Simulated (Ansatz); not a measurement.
Reaction (formal exchange of groups at a Zn–N bond): `[NH2][Zn][NH2]` + `[F][AlH2]` → `[NH2][Zn][AlH][F]` + NH₃

Program: Ansatz. Geometries: PBE0-D4/def2-TZVP. ΔE: electronic, gas phase. CCSD(T)/CBS is the MP2 limit (def2-TZVPP, def2-QZVPP) plus CCSD(T) − MP2 in def2-TZVPP, frozen cores. This one scheme is used for every species. DFT in def2-TZVPP. B3LYP here is the variant with VWN-RPA as its local correlation; programs differ in this. HSE06 is defined as in plane-wave codes. For Zn outer-core shells are correlated without core-valence functions, which leaves a few kJ/mol of doubt a bond. Scalar relativity is left out up to krypton. One conformer a species, not always the lowest.

| level | ΔE (kcal/mol) |
| --- | --- |
| B3LYP-D4 | -7.1 |
| HSE06-D4 | -8.6 |
| ωB97X-V | -5.7 |
| PBE-QIDH | -6.2 |
| MP2/def2-TZVPP | -2.8 |
| HF/def2-QZVPP | -6.4 |
| MP2/def2-QZVPP | -2.8 |
| CCSD/CBS(def2) | -5.6 |

Task: What does CCSD(T)/CBS give? (An estimate is asked.)

Result: Ansatz gave: -5.4 kcal/mol. The listed levels differ from it by -1.7, -3.2, -0.3, -0.8, 2.6, -1.0, 2.6, -0.2 kcal/mol.

Task: What do rigid-rotor, harmonic-oscillator terms from PBE0-D4/def2-TZVP frequencies (298.15 K, 1 bar) make of the CCSD(T)/CBS value? (Best estimate.)

Result: Computed: ΔZPE = +2.1 kcal/mol, ΔH = -2.5 kcal/mol, ΔS = 19 J/(mol·K), ΔG = -3.8 kcal/mol.

Largest T1 diagnostic among the species: 0.016.

Leaving LDA and LC-ωPBE aside and taking each functional with its dispersion term where it has one, the values, not all of them listed here, spread over 3.4 kcal/mol, from PBE-D4 to CAM-B3LYP-D4. LDA lies +1.9 kcal/mol from PBE without D4. In def2-TZVPP, CCSD(T) changes the Hartree–Fock value by +1.7 kcal/mol (the triples alone add +0.2 kcal/mol) and MP2 by +4.1 kcal/mol.
